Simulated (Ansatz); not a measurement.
**Setting up C4H11Al (AlEt2H) in Ansatz**

The species is C4H11Al (16 atoms), meant as a singlet with charge 0. As SMILES, `[H][Al]([CH2]C)[CH2]C`. The shape comes from GFN2-xTB, which is rough for such elements, and wasn't checked as a minimum. This is one conformer, not always the lowest.

```xyz
16

Al   -0.1344   -0.5982   -0.5574
C     1.6926   -1.1839    0.0250
C     2.0777   -0.6651    1.4243
H     2.4773   -0.8665   -0.6800
H     1.7457   -2.2848    0.0252
H     3.0955   -0.9518    1.6919
H     2.0121    0.4226    1.4632
H     1.4022   -1.0647    2.1808
C    -1.0055    1.1895   -0.2971
C    -2.4272    1.0652   -0.8756
H    -0.4858    2.0155   -0.8042
H    -1.0738    1.5057    0.7542
H    -2.9832    1.9998   -0.7950
H    -2.3860    0.7794   -1.9281
H    -2.9840    0.2879   -0.3503
H    -1.0231   -1.6505   -1.2769
```

Settings wanted:

* basis set: 6-31G*
* core potential: none
* task: gradient
* method: DFT
* functional: B3LYP
* dispersion: none
* reference: RKS
* accuracy: high
* d and f functions: Cartesian

**Question.** Write the Ansatz 0.2.0 input and the command.

**Answer.** This one ran through:

in.yaml:
```yaml
crystal:
  periodic: [false, false, false]
  atoms:
    - {symbol: Al, position_ang: [-0.134440, -0.598240, -0.557360]}
    - {symbol: C, position_ang: [1.692650, -1.183940, 0.024960]}
    - {symbol: C, position_ang: [2.077720, -0.665140, 1.424340]}
    - {symbol: H, position_ang: [2.477270, -0.866520, -0.680020]}
    - {symbol: H, position_ang: [1.745690, -2.284830, 0.025160]}
    - {symbol: H, position_ang: [3.095470, -0.951840, 1.691930]}
    - {symbol: H, position_ang: [2.012070, 0.422630, 1.463170]}
    - {symbol: H, position_ang: [1.402160, -1.064690, 2.180760]}
    - {symbol: C, position_ang: [-1.005550, 1.189520, -0.297070]}
    - {symbol: C, position_ang: [-2.427220, 1.065200, -0.875570]}
    - {symbol: H, position_ang: [-0.485800, 2.015510, -0.804190]}
    - {symbol: H, position_ang: [-1.073840, 1.505710, 0.754180]}
    - {symbol: H, position_ang: [-2.983150, 1.999760, -0.795000]}
    - {symbol: H, position_ang: [-2.385960, 0.779420, -1.928110]}
    - {symbol: H, position_ang: [-2.984000, 0.287940, -0.350340]}
    - {symbol: H, position_ang: [-1.023060, -1.650470, -1.276850]}
basis:
  gaussian:
    orbitals: "6-31G*"
hamiltonian:
  xc: {name: B3LYP}
accuracy: high
output: {forces: true, orbitals: {seedname: orbitals}}
```

```bash
$ ansatz run in.yaml --threads 1 --pin off --max-ram 3480MiB --events-out events.jsonl --progress --plain --runs-dir runs
```

Calculated total energy: -401.47245 Eh, largest force 0.926 eV/Å.
